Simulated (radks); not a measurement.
Values are calculated unless marked as measured or tabulated.
The hydrogen anion H-, [He], held by a Watson sphere: a shell of charge +0.92 at radius R that stands for the Madelung well of a crystal (potential energy -0.92/R inside, -0.92/r outside, in hartree with lengths in bohr). Code: a radial shooting solver on a logarithmic mesh with Libxc functionals. Model: non-relativistic Kohn-Sham, r2SCAN, spin-unpolarised, spherical densities, point nucleus; meta-GGA in the generalised Kohn-Sham scheme.

| R (bohr) | e(1s) (eV) | <r> 1s (bohr) | sum of <r^2> (bohr^2) | X-ray form factor at sin(theta)/lambda = 0.1 1/angstrom |
|---|---|---|---|---|
| 2.41 | -5.565 | 1.930 | 9.994 | 1.427 |
| 2.52 | -5.389 | 1.959 | 10.32 | 1.413 |
| 2.74 | -5.062 | 2.014 | 10.97 | 1.387 |
| 2.95 | -4.778 | 2.062 | 11.56 | 1.364 |
| 3.11 | -4.577 | 2.096 | 12.00 | 1.348 |
| 3.12 | -4.565 | 2.098 | 12.02 | 1.347 |
